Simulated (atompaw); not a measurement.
**Reading a pseudo-wave (nitrogen)**

Columns: radius, all-electron u(r) and pseudo u(r) of the 2p shell (level -7.24 eV) of nitrogen in the configuration [He] 2s2 2p3; LDA (PW92), non-relativistic, PAW (atompaw) scheme, atompaw 4.2.0.5.

```json
{"r (bohr)": "0.090", "all-electron": "0.0611", "pseudo": "0.0034"}
{"r (bohr)": "0.181", "all-electron": "0.1862", "pseudo": "0.0138"}
{"r (bohr)": "0.271", "all-electron": "0.3214", "pseudo": "0.0307"}
{"r (bohr)": "0.362", "all-electron": "0.4469", "pseudo": "0.0542"}
{"r (bohr)": "0.452", "all-electron": "0.5512", "pseudo": "0.0833"}
{"r (bohr)": "0.542", "all-electron": "0.6336", "pseudo": "0.1176"}
{"r (bohr)": "0.633", "all-electron": "0.6956", "pseudo": "0.1569"}
{"r (bohr)": "0.723", "all-electron": "0.7379", "pseudo": "0.1993"}
{"r (bohr)": "0.813", "all-electron": "0.7641", "pseudo": "0.2442"}
{"r (bohr)": "0.904", "all-electron": "0.7769", "pseudo": "0.2910"}
{"r (bohr)": "0.994", "all-electron": "0.7787", "pseudo": "0.3372"}
{"r (bohr)": "1.085", "all-electron": "0.7719", "pseudo": "0.3824"}
{"r (bohr)": "1.175", "all-electron": "0.7585", "pseudo": "0.4242"}
{"r (bohr)": "1.265", "all-electron": "0.7403", "pseudo": "0.4618"}
{"r (bohr)": "1.356", "all-electron": "0.7183", "pseudo": "0.4943"}
{"r (bohr)": "1.446", "all-electron": "0.6939", "pseudo": "0.5199"}
{"r (bohr)": "1.537", "all-electron": "0.6675", "pseudo": "0.5385"}
{"r (bohr)": "1.627", "all-electron": "0.6404", "pseudo": "0.5491"}
{"r (bohr)": "1.717", "all-electron": "0.6127", "pseudo": "0.5521"}
{"r (bohr)": "1.808", "all-electron": "0.5847", "pseudo": "0.5477"}
{"r (bohr)": "1.898", "all-electron": "0.5571", "pseudo": "0.5368"}
{"r (bohr)": "1.988", "all-electron": "0.5300", "pseudo": "0.5204"}
{"r (bohr)": "2.079", "all-electron": "0.5031", "pseudo": "0.4997"}
{"r (bohr)": "2.169", "all-electron": "0.4773", "pseudo": "0.4765"}
{"r (bohr)": "2.260", "all-electron": "0.4521", "pseudo": "0.4520"}
{"r (bohr)": "2.350", "all-electron": "0.4280", "pseudo": "0.4280"}
```

How many radial nodes do the two functions have?

The all-electron 2p function has n − l − 1 = 0; the pseudo-wave has 0.

Is the pseudo-wave norm-conserving?

No, it belongs to a PAW set: the norm inside the radius is not constrained, and the difference is carried by the augmentation charge.
